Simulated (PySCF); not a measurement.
A calculated (PW91, PySCF 2.14, x2c-QZVPPall with one added diffuse shell each of s, p, d, f, g type, the spin-free X2C one-electron Hamiltonian (Gaussian nucleus)) atom or ion has these occupied shells.

```
shell  electrons  orbital energy (eV)  rms radius, mean of both spins (bohr)
 1s β          1              -8215.5                                 0.0624
 1s α          1              -8215.4                                 0.0624
 2s α          1              -990.65                                  0.266
 2s β          1              -989.48                                  0.266
 2p α          3              -853.63                                  0.238
 2p β          3              -852.76                                  0.238
 3s α          1              -121.04                                  0.796
 3s β          1              -118.66                                  0.796
 3p α          3              -81.425                                  0.847
 3p β          3              -79.120                                  0.847
 3d α          5              -18.764                                   1.14
 3d β          3              -17.426                                   1.14
 4s β          1              -13.536                                   2.74
```

**Question.** Name the element and its charge.

**Answer.** Ni⁺ (nickel, charge +1), in [Ar] 3d8 4s1, 4s spin antiparallel (an excited configuration).
